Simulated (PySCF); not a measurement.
F₄Ge, triplet, at the geometry of the source list (a higher spin typed on purpose: for a closed-shell molecule this is an excited state), atoms displaced at random by about 0.03 Å a coordinate; R2SCAN/STO-3G, gradient (PySCF).

The PySCF input:
```python
from pyscf import gto, scf, dft

mol = gto.Mole()
mol.atom = '''
    F     1.325061   -1.084224   -0.010794
    Ge   -0.073506   -0.034285    0.030149
    F     0.570407    1.547373    0.017996
    F    -1.018579   -0.213492   -1.361532
    F    -0.876087   -0.303996    1.373853
'''
mol.basis = 'sto-3g'
mol.charge = 0
mol.spin = 2
mol.verbose = 4
mol.build()

mf = dft.UKS(mol)
mf.xc = 'r2scan'
mf.kernel()
g = mf.nuc_grad_method()
grad = g.kernel()
```

**Question.** Predict the main parts of the log of this PySCF run.

**Answer.** 
```
PySCF version 2.14.0

[INPUT] verbose = 4
[INPUT] num. atoms = 5
[INPUT] num. electrons = 68
[INPUT] charge = 0
[INPUT] spin (= nelec alpha-beta = 2S) = 2
[INPUT] symmetry False subgroup None
[INPUT] Mole.unit = angstrom
[INPUT] Symbol           X                Y                Z      unit          X                Y                Z       unit  Magmom
[INPUT]  1 F      1.325061000000  -1.084224000000  -0.010794000000 AA    2.504002388342  -2.048886417680  -0.020397703789 Bohr   0.0
[INPUT]  2 Ge    -0.073506000000  -0.034285000000   0.030149000000 AA   -0.138906208512  -0.064789260181   0.056973352930 Bohr   0.0
[INPUT]  3 F      0.570407000000   1.547373000000   0.017996000000 AA    1.077913009535   2.924111182547   0.034007511338 Bohr   0.0
[INPUT]  4 F     -1.018579000000  -0.213492000000  -1.361532000000 AA   -1.924835346233  -0.403441409786  -2.572922589831 Bohr   0.0
[INPUT]  5 F     -0.876087000000  -0.303996000000   1.373853000000 AA   -1.655564491292  -0.574469182963   2.596205905412 Bohr   0.0

nuclear repulsion = 455.99959419477
number of shells = 20
number of NR pGTOs = 114
number of NR cGTOs = 38
basis = sto-3g
ecp = {}

******** <class 'pyscf.dft.uks.UKS'> ********
method = UKS
initial guess = minao
damping factor = 0
level_shift factor = 0
DIIS = <class 'pyscf.scf.diis.CDIIS'>
diis_start_cycle = 1
diis_space = 8
diis_damp = 0
SCF conv_tol = 1e-09
SCF conv_tol_grad = None
SCF max_cycles = 50
direct_scf = True
direct_scf_tol = 1e-13
number electrons alpha = 35  beta = 33
XC library pyscf.dft.libxc version 7.1.2
    S. Lehtola, C. Steigemann, M. J. T. Oliveira, and M. A. L. Marques,  SoftwareX 7, 1–5 (2018)
XC functionals = r2scan
    J. W. Furness, A. D. Kaplan, J. Ning, J. P. Perdew, and J. Sun,  J. Phys. Chem. Lett. 11, 8208–8215 (2020)
    J. W. Furness, A. D. Kaplan, J. Ning, J. P. Perdew, and J. Sun,  J. Phys. Chem. Lett. 11, 9248–9248 (2020)
    J. W. Furness, A. D. Kaplan, J. Ning, J. P. Perdew, and J. Sun,  J. Phys. Chem. Lett. 11, 8208–8215 (2020)
    J. W. Furness, A. D. Kaplan, J. Ning, J. P. Perdew, and J. Sun,  J. Phys. Chem. Lett. 11, 9248–9248 (2020)
radial grids:
    Treutler-Ahlrichs [JCP 102, 346 (1995); DOI:10.1063/1.469408] (M4) radial grids

becke partition: Becke, JCP 88, 2547 (1988); DOI:10.1063/1.454033
pruning grids: <function nwchem_prune>
grids dens level: 3
symmetrized grids: False
atomic radii adjust function: <function treutler_atomic_radii_adjust>
small_rho_cutoff = 0
Set gradient conv threshold to 3.16228e-05
tot grids = 77688
init E= -2444.79731233529

cycle= 1 E= -2446.18953763208  delta_E= -1.39  |g|= 0.396  |ddm|= 2.44

cycle= 2 E= -2445.51696639626  delta_E= 0.673  |g|= 0.94  |ddm|= 2.45

cycle= 3 E= -2446.08873695039  delta_E= -0.572  |g|= 0.508  |ddm|= 1.94

cycle= 4 E= -2446.2516956717  delta_E= -0.163  |g|= 0.379  |ddm|= 1.64

cycle= 5 E= -2446.27235460856  delta_E= -0.0207  |g|= 0.308  |ddm|= 1.39

cycle= 6 E= -2446.33317243358  delta_E= -0.0608  |g|= 0.207  |ddm|= 1.38

cycle= 7 E= -2446.35764484733  delta_E= -0.0245  |g|= 0.159  |ddm|= 1.08

cycle= 8 E= -2446.38422947125  delta_E= -0.0266  |g|= 0.0503  |ddm|= 0.604

cycle= 9 E= -2446.38510596122  delta_E= -0.000876  |g|= 0.041  |ddm|= 0.241

cycle= 10 E= -2446.38565746648  delta_E= -0.000552  |g|= 0.0392  |ddm|= 0.351

cycle= 11 E= -2446.38620173967  delta_E= -0.000544  |g|= 0.031  |ddm|= 0.0941

cycle= 12 E= -2446.38550226096  delta_E= 0.000699  |g|= 0.0409  |ddm|= 0.0383

cycle= 13 E= -2446.38582288912  delta_E= -0.000321  |g|= 0.0366  |ddm|= 0.0145

cycle= 14 E= -2446.38658040072  delta_E= -0.000758  |g|= 0.025  |ddm|= 0.0665

cycle= 15 E= -2446.3868149485  delta_E= -0.000235  |g|= 0.0206  |ddm|= 0.0481

cycle= 16 E= -2446.38707590049  delta_E= -0.000261  |g|= 0.0146  |ddm|= 0.0789

cycle= 17 E= -2446.38736406786  delta_E= -0.000288  |g|= 0.00594  |ddm|= 0.168

cycle= 18 E= -2446.3873971047  delta_E= -3.3e-05  |g|= 0.00472  |ddm|= 0.0334

cycle= 19 E= -2446.38742923967  delta_E= -3.21e-05  |g|= 0.00856  |ddm|= 0.138

cycle= 20 E= -2446.38752777784  delta_E= -9.85e-05  |g|= 0.00235  |ddm|= 0.0589

cycle= 21 E= -2446.38758051737  delta_E= -5.27e-05  |g|= 0.00303  |ddm|= 0.095

cycle= 22 E= -2446.38760036843  delta_E= -1.99e-05  |g|= 0.00278  |ddm|= 0.033

cycle= 23 E= -2446.38761627662  delta_E= -1.59e-05  |g|= 0.00244  |ddm|= 0.0252

cycle= 24 E= -2446.3876909786  delta_E= -7.47e-05  |g|= 0.00292  |ddm|= 0.137

cycle= 25 E= -2446.38774588308  delta_E= -5.49e-05  |g|= 0.00688  |ddm|= 0.199

cycle= 26 E= -2446.38764655315  delta_E= 9.93e-05  |g|= 0.00629  |ddm|= 0.224

cycle= 27 E= -2446.38761189932  delta_E= 3.47e-05  |g|= 0.0113  |ddm|= 0.111

cycle= 28 E= -2446.38742879704  delta_E= 0.000183  |g|= 0.0204  |ddm|= 0.421

cycle= 29 E= -2446.38729662098  delta_E= 0.000132  |g|= 0.0233  |ddm|= 0.0112

cycle= 30 E= -2446.38735091331  delta_E= -5.43e-05  |g|= 0.0222  |ddm|= 0.00638

cycle= 31 E= -2446.38774660097  delta_E= -0.000396  |g|= 0.00964  |ddm|= 0.145

cycle= 32 E= -2446.38765856777  delta_E= 8.8e-05  |g|= 0.0137  |ddm|= 0.101

cycle= 33 E= -2446.38781324533  delta_E= -0.000155  |g|= 0.00578  |ddm|= 0.0219

cycle= 34 E= -2446.3878471058  delta_E= -3.39e-05  |g|= 0.000369  |ddm|= 0.0166

cycle= 35 E= -2446.38784729815  delta_E= -1.92e-07  |g|= 0.000199  |ddm|= 0.00426

cycle= 36 E= -2446.38784742632  delta_E= -1.28e-07  |g|= 4.25e-05  |ddm|= 0.00391

cycle= 37 E= -2446.3878474862  delta_E= -5.99e-08  |g|= 6.37e-05  |ddm|= 0.00388

cycle= 38 E= -2446.38784751391  delta_E= -2.77e-08  |g|= 9.95e-05  |ddm|= 0.0034

cycle= 39 E= -2446.38784753066  delta_E= -1.67e-08  |g|= 3.78e-05  |ddm|= 0.00158

cycle= 40 E= -2446.38784753757  delta_E= -6.92e-09  |g|= 2.23e-05  |ddm|= 0.00174

cycle= 41 E= -2446.38784753892  delta_E= -1.35e-09  |g|= 8.46e-06  |ddm|= 0.000944

cycle= 42 E= -2446.38784753897  delta_E= -5.09e-11  |g|= 5.7e-06  |ddm|= 0.000143

Extra cycle  E= -2446.38784752853  delta_E= 1.04e-08  |g|= 0.000103  |ddm|= 0.00029
SCF not converged.
SCF energy = -2446.38784752853 after 50 cycles  <S^2> = 2.0032611  2S+1 = 3.0021733

WARN: Ground state UKS not converged

******** <class 'pyscf.grad.uks.Gradients'> for <class 'pyscf.dft.uks.UKS'> ********
unit = Eh/Bohr
grid_response = False
--------------- UKS gradients ---------------
         x                y                z
0 F    -0.0575596744     0.0384599064    -0.0058501292
1 Ge    -0.0243990624     0.0023696479     0.0304753413
2 F    -0.0211276585    -0.0570716321    -0.0028732217
3 F     0.0517079513     0.0027359258     0.0612850281
4 F     0.0508825651     0.0129743992    -0.0844124838
----------------------------------------------
```

The run did not converge; its last values are not results.
